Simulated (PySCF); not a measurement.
A structure optimised at PBE-D3(BJ)/def2-SVP, used in a PySCF frequency run:

```xyz
11

Al    -1.1201    -0.0690     0.0000
C      0.6599     0.2147     1.2570
C      1.0131    -0.3368     0.0000
C      0.6599     0.2147    -1.2570
H      0.8715    -0.3559     2.1723
H      0.5869     1.3101     1.3722
H      1.2808    -1.4115     0.0000
H      0.5869     1.3101    -1.3722
H      0.8715    -0.3559    -2.1723
H     -1.7998    -1.5093     0.0000
H     -1.8346     1.3542     0.0000
```
Charge 0, spin multiplicity 1.

Q: Write its SMILES, formula and point group.

A: C=C[CH2][AlH2], C3H7Al, Cs

Q: What are its rotational constants (standard atomic weights)?

A: 7.9313, 6.3486, 4.2679 GHz
